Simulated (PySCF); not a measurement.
BrGeH3O.

```xyz
6

Ge     0.2920    -0.9344    -0.0031
O      1.9751    -0.6962    -0.4871
Br    -0.7846     1.1112     0.1032
H     -0.3348    -1.7630    -1.1232
H      0.1888    -1.5438     1.4037
H      2.4648    -0.1145     0.1051
```
Charge 0, spin multiplicity 1.

The structure is a stationary point at PBE0-D3(BJ)/def2-SVP. Other conformers were not sampled.

Method: PBE/pcSseg-1 (PySCF). Non-relativistic, no solvent.

Give the absolute GIAO shielding of each atom: isotropic value and principal components (ppm). (An estimate is asked for; the answer gives what the named calculation found.)


```tsv
atom	σ(iso)	σ11	σ22	σ33	span
Ge1	1223.4	1073.6	1238.4	1358.4	284.8
O2	263.7	217.9	247.3	326.0	108.1
Br3	2464.6	2021.6	2553.6	2818.5	796.9
H4	25.2	18.2	20.6	36.8	18.5
H5	24.7	17.3	20.4	36.3	19.0
H6	30.0	22.1	26.7	41.3	19.2
```
